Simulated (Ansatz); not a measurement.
`B[SiH2]N[SiH2]F` + `SBS` → `BSBS` + `F[SiH2]N[SiH3]`  (cleavage of the B–Si bond)

Program: Ansatz. Geometries: PBE0-D4/def2-TZVP. ΔE: electronic, gas phase. CCSD(T)/CBS adds triple-zeta CCSD(T) − MP2 to the extrapolated MP2 energy (def2 sets, frozen cores). This one scheme is used for every species. DFT in def2-TZVPP. Each species was taken in one conformer, which may not be the lowest.

CCSD(T)/CBS gives -109.6 kJ/mol.

Question: Another level gave -106.3 kJ/mol. Which?
A. SCS-MP2/def2-TZVPP
B. LC-ωPBE/def2-TZVPP
C. LDA (SPW92)/def2-TZVPP
D. r2SCAN0/def2-TZVPP

Answer: D. r2SCAN0 -106.3, SCS-MP2/def2-TZVPP -116.8, LC-ωPBE -101.0, LDA (SPW92) -89.8 kJ/mol.

Largest T1 diagnostic among the species: 0.015.

At CCSD(T), def2-SVP lies +4.8 kJ/mol from the extrapolated value and def2-TZVPP +0.9 kJ/mol. In def2-TZVPP, CCSD(T) changes the Hartree–Fock value by +17.2 kJ/mol (the triples alone add +0.6 kJ/mol) and MP2 by +9.0 kJ/mol.
